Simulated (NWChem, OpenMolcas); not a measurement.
## How basis sets differ on AlPNH4OF (SMILES [NH2][Al]([F])[PH]O)

AlPNH4OF: 9 atoms, total charge 0, spin state singlet. SMILES: `[NH2][Al]([F])[PH]O`. Geometry: relaxed at PBE0-D4/def2-TZVP. This is one conformer, not always the lowest.

| atom | x (Å) | y (Å) | z (Å) |
| --- | --- | --- | --- |
| N | 1.4892 | 1.0046 | -0.1858 |
| Al | 0.8824 | -0.5729 | 0.2852 |
| F | 1.9053 | -1.6774 | 0.9660 |
| P | -1.3227 | -1.1961 | -0.1584 |
| O | -1.8899 | 0.3511 | -0.4715 |
| H | 0.8939 | 1.7227 | -0.5659 |
| H | 2.4317 | 1.3389 | -0.0724 |
| H | -1.6432 | -1.3102 | 1.2303 |
| H | -2.6581 | 0.2930 | -1.0446 |

Quantity: the dipole moment, in D. The values are calculated.

| level | kind | program | value (D) | CPU time |
| --- | --- | --- | --- | --- |
| HF/ANO-R0 (sfX2C) | Hartree–Fock | OpenMolcas | 2.50 | 6.8 s |
| HF/ANO-XS-MB (DKH2) | Hartree–Fock | OpenMolcas | 2.24 | 1.4 s |
| HF/STO-3G | Hartree–Fock | OpenMolcas | 0.60 | 2.7 s |
| HF/3-21G | Hartree–Fock | OpenMolcas | 2.09 | 4 s |
| HF/def2-SVP | Hartree–Fock | NWChem | 2.03 | 19 s |

The values span 0.60 to 2.50 D. Magnitudes only. Sets without polarisation functions give poor dipoles. Times are those of the runs behind each value, whatever else they computed, on shared processors of several kinds: orders of magnitude only.
